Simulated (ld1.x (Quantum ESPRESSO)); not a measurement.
In, TM: configuration errors across variants

indium (In), norm-conserving Troullier–Martins (Kleinman–Bylander form), made with ld1.x (Quantum ESPRESSO) 7.5 (PBE, fully relativistic). Core [Kr], reference 4d10 5s2 5p0 (charge +1). Waves: 5s (bound): rc 2.25 bohr; 5p (bound, empty): rc 2.55 bohr; 4d (bound): rc 1.50 bohr. Local part: the d channel. Core correction: none.

Open shells are filled in proportion to 2j + 1 (rel_dist='average').

All-electron excitation energies from the reference (eV): (1) 4d10 5s2 5p1 -5.374; (2) 4d10 5s1 5p0 19.235; (3) 4d10 5s0 5p0 47.555; (4) 4d9 5s0 5p0 103.938; (5) 4d9 5s2 5p2 12.914; (6) 4d10 5s1 5p1 6.579; (7) 4d9 5s2 5p1 19.734.

Tests that are not counted but printed errors over 1 eV. “all radii scaled by about 1.28 (s 2.88, p 3.28, d 1.92 bohr)”: 4d9 5s2 5p2 (pseudo-atom not self-consistent, printed error -1195 eV); 4d9 5s2 5p1 (solver errors, printed error -6.1 eV). “all radii scaled by about 1.38 (s 3.12, p 3.52, d 2.08 bohr)”: 4d9 5s2 5p2 (pseudo-atom not self-consistent, printed error -1200 eV); 4d9 5s2 5p1 (solver errors, printed error -1402 eV).

A true bound ghost makes a file unfit for plane-wave use even where its test errors are small: the radial tests pick states by their node count and pass the ghost by. Where a test does run into it, the solver fails or the error is huge.

The file “base” misses its own reference levels by 0.5 eV. The file “all radii scaled by about 0.76 (s 1.72, p 1.94, d 1.14 bohr)” misses its own reference levels by 0.5 eV. The file “all radii scaled by about 0.88 (s 1.98, p 2.24, d 1.32 bohr)” misses its own reference levels by 0.5 eV. The file “all radii scaled by about 1.07 (s 2.40, p 2.72, d 1.60 bohr)” misses its own reference levels by 0.5 eV. The file “all radii scaled by about 1.28 (s 2.88, p 3.28, d 1.92 bohr)” misses its own reference levels by 0.5 eV. The file “all radii scaled by about 1.38 (s 3.12, p 3.52, d 2.08 bohr)” misses its own reference levels by 0.5 eV.

Errors AE − PS in meV (a dash: test not solved or not reliable):

| change | (1) | (2) | (3) | (4) | (5) | (6) | (7) | bound ghosts |
| --- | --- | --- | --- | --- | --- | --- | --- | --- |
| base | +2.1 | +12 | +71 | +168 | -184 | +0.9 | -144 | s, p3/2, p1/2 |
| all radii scaled by about 0.76 (s 1.72, p 1.94, d 1.14 bohr) | +2.4 | +15 | +82 | +135 | -133 | +2.7 | -106 | s, p3/2, p1/2 |
| all radii scaled by about 0.88 (s 1.98, p 2.24, d 1.32 bohr) | +2.2 | +12 | +71 | +182 | -177 | +1.3 | -140 | s, p3/2, p1/2 |
| all radii scaled by about 1.07 (s 2.40, p 2.72, d 1.60 bohr) | +2.0 | +12 | +65 | +117 | -174 | +0.5 | -134 | s, p3/2, p1/2 |
| all radii scaled by about 1.28 (s 2.88, p 3.28, d 1.92 bohr) | +1.0 | +2.3 | -11 | -234 | – | -5.0 | – | s, p3/2, p1/2 |
| all radii scaled by about 1.38 (s 3.12, p 3.52, d 2.08 bohr) | -0.4 | -10.0 | -93 | -503 | – | -12 | – | s, d3/2 (extra level of the local part), p3/2, p1/2 |

Q: Give the same row for: all radii scaled by about 1.15 (s 2.58, p 2.92, d 1.72 bohr).

A: +1.7, +10, +47, +14, -155, -0.7, –; bound ghosts: s, p3/2, p1/2. Not counted: 4d9 5s2 5p1 (pseudo-atom not self-consistent, printed error +6.0 eV).
